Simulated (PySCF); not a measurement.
PySCF 2.14 output of an unrestricted PBE0 calculation on a single atom or ion in def2-TZVPPD with the def2 core potential (28 electrons), with scalar relativity through the core potential:

```
SCF conv_tol = 1e-09
number electrons alpha = 10  beta = 8
    C. Adamo and V. Barone.,  J. Chem. Phys. 110, 6158 (1999)
    M. Ernzerhof and G. E. Scuseria.,  J. Chem. Phys. 110, 5029 (1999)
cycle= 1 E= -110.506636498939  delta_E= -0.0109  |g|= 0.0523  |ddm|= 0.47
cycle= 2 E= -110.506119950624  delta_E= 0.000517  |g|= 0.0649  |ddm|= 0.188
cycle= 3 E= -110.50762275001  delta_E= -0.0015  |g|= 0.00615  |ddm|= 0.068
cycle= 4 E= -110.507637322601  delta_E= -1.46e-05  |g|= 0.000101  |ddm|= 0.0167
cycle= 5 E= -110.50763734434  delta_E= -2.17e-08  |g|= 2.56e-05  |ddm|= 0.000866
cycle= 6 E= -110.507637344961  delta_E= -6.21e-10  |g|= 6.97e-06  |ddm|= 0.000105
converged SCF energy = -110.507637344961  <S^2> = 2.0069522  2S+1 = 3.0046312
```

The run itself started from symmetry-adapted Hartree-Fock orbitals and held the occupation by maximum overlap, on a logarithmic radial grid, so the iterations belong to that start.

Question: Which element, charge and spin multiplicity is this?

Answer: Rh⁻ (rhodium, charge -1), multiplicity 3; the state was [Kr] 4d8 5s2, high-spin 3F determinant.

Energies and moments cover only the electrons outside the core potential. At PBE0 the highest occupied level has a positive energy, so only the finite basis holds that electron; in a semilocal or global hybrid functional this comes from self-interaction and does not mean that the real anion is unbound.
